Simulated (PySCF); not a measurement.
## Rb³¹⁺ (rubidium, charge +31): Hartree-Fock from Schrödinger to Dirac-Coulomb-Breit

Occupied: 1s1/2, 2s1/2, 2p1/2. Hartree-Fock calculated with PySCF 2.14 in an uncontracted even-tempered set (19 s from 3.8 bohr⁻², ratio 2.3; 14 p from 4.5 bohr⁻², ratio 2.3), Gaussian nucleus throughout. NR is non-relativistic, sf-X2C the spin-free one-electron X2C Hamiltonian, X2C adds the bare one-electron spin-orbit term, X2C-SNSO screens it by Boettger's factors, DC is four-component Dirac-Coulomb, and the Gaunt and Breit terms are added at first order (total energies over the DC spinors, levels after relaxing the spinors in that mean field). QED terms are absent. Levels marked empty are virtual spinors of this ion.

```json
{"Hamiltonian": "X2C", "E (hartree)": "-1973.2116", "E − E(DC) (hartree)": "0.2385", "CPU seconds": "0.46"}
{"Hamiltonian": "X2C-SNSO", "E (hartree)": "-1973.0058", "E − E(DC) (hartree)": "0.4443", "CPU seconds": "0.46"}
{"Hamiltonian": "DC", "E (hartree)": "-1973.4501", "E − E(DC) (hartree)": "0.0000", "CPU seconds": "16"}
{"Hamiltonian": "DC+Gaunt", "E (hartree)": "-1972.3216", "E − E(DC) (hartree)": "1.1285", "CPU seconds": "30"}
{"Hamiltonian": "DC+Breit", "E (hartree)": "-1972.3795", "E − E(DC) (hartree)": "1.0707", "CPU seconds": "94"}
```

```
   level (eV)       X2C  X2C-SNSO        DC  DC+Gaunt  DC+Breit
        1s1/2  -17479.3  -17479.7  -17487.1  -17464.4  -17465.1
        2s1/2   -3924.0   -3924.2   -3925.0   -3922.9   -3923.1
        2p1/2   -3825.0   -3822.2   -3822.8   -3818.4   -3819.0
2p3/2 (empty)   -3596.3   -3597.7   -3597.7   -3595.5   -3596.1
3s1/2 (empty)   -1595.4   -1595.4   -1595.6   -1595.0   -1595.1
```

Weight of the small component: 1s1/2 0.0182, 2s1/2 0.00406, 2p1/2 0.00403, 2p3/2 0.00387, 3s1/2 0.00160.

Koopmans' value for the highest occupied level at DC+Breit: 3819.0 eV, against an ionisation energy of 3815 ± 4 eV (semi-empirical (NIST evaluation); NIST Atomic Spectra Database, ionization energies); the former lacks relaxation, correlation, QED and recoil.

The whole ladder took 140 s of wall time on 1 thread of Neoverse-N1 (shared host), launched as `OMP_NUM_THREADS=1 python relrun2.py TASK.json OUT` (a driver that calls PySCF for each Hamiltonian).

Dirac-Coulomb iterations, started from the X2C spinors:

```
with_ssss True, with_gaunt False, with_breit False
light speed = 137.03599967994
init E= -1969.90661652103
cycle= 1 E= -1973.45010245429  delta_E= -3.54  |g|= 0.409  |ddm|= 0.0321
cycle= 2 E= -1973.45013141174  delta_E= -2.9e-05  |g|= 0.00154  |ddm|= 0.000782
cycle= 3 E= -1973.45013141442  delta_E= -2.68e-09  |g|= 2.07e-05  |ddm|= 1.58e-05
```
